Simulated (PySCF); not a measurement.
# Orbital picture of SiSn

UHF at R = 2.525 Å; Si def2-SVPD, Sn def2-SVPD with ECP28; scalar-relativistic core potentials (PySCF 2.14). State: ³Σ⁻ (triplet), unpaired electrons π ↑↑. Only the outer orbitals are listed, counted within each symmetry, core potentials removing the inner ones.

| spin | orbital | occ. | ε (eV) | on Si (%) | main shells (%) |
| --- | --- | --- | --- | --- | --- |
| α | 7σ | 1 | -18.43 | 60 | 53 Si s, 36 Sn s |
| α | 8σ | 1 | -13.16 | 45 | 51 Sn s, 39 Si s |
| α | 4π | 1 | -7.80 | 55 | 51 Si p, 42 Sn p |
| α | 4π | 1 | -7.80 | 55 | 51 Si p, 42 Sn p |
| α | 9σ | 1 | -7.53 | 51 | 44 Si p, 43 Sn p |
| α | 5π | 0 | 0.07 | 42 | 50 Sn p, 38 Si p, 8 Sn d |
| α | 5π | 0 | 0.07 | 42 | 50 Sn p, 38 Si p, 8 Sn d |
| α | 10σ | 0 | 1.83 | 0 | 99 Sn s |
| β | 7σ | 1 | -15.87 | 54 | 49 Si s, 42 Sn s |
| β | 8σ | 1 | -11.92 | 49 | 43 Sn s, 40 Si s, 9 Si p |
| β | 9σ | 1 | -7.30 | 51 | 45 Si p, 43 Sn p |
| β | 4π | 0 | -0.08 | 24 | 75 Sn p, 26 Si p |
| β | 4π | 0 | -0.08 | 24 | 75 Sn p, 26 Si p |
| β | 5π | 0 | 1.96 | 51 | 41 Si p, 31 Sn d, 18 Sn p |

Q: Which are the highest filled and the lowest empty level, where do they sit, and how wide is the gap?

A: Highest filled β 9σ at -7.30 eV (in %: 45 Si p, 43 Sn p); lowest empty β 4π at -0.08 eV (in %: 75 Sn p, 26 Si p); the gap at UHF is 7.22 eV.

The bond order (Mayer) is 1.98, the ⟨S²⟩ is 2.015 and the charge on Si (Mulliken, basis-dependent) is -0.18. The charge on Si (Löwdin, basis-dependent) is -0.07. The dipole moment (positive dipole means Si(−)Sn(+)) is 1.10 D and the polarisability along the bond is 158.3 bohr³. The polarisability across the bond is 82.7 bohr³.

Spin–orbit coupling is left out. The state is the lowest determinant that a PBE0 search found; another state may lie lower at other levels.
